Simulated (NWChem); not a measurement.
VSCl$_{3}$; SMILES [S]=[V]([Cl])([Cl])[Cl]

Problem. Give the equilibrium geometry at B3LYP/6-31G* (spherical d) (NWChem) as an XYZ file, with the point group.

Solution. point group C3v; any orientation.
```
5

V      0.0000     0.0000     0.0435
S      0.0000     0.0000     2.0304
Cl     0.3075     2.0057    -0.6494
Cl    -1.8908    -0.7366    -0.6494
Cl     1.5833    -1.2692    -0.6494
```
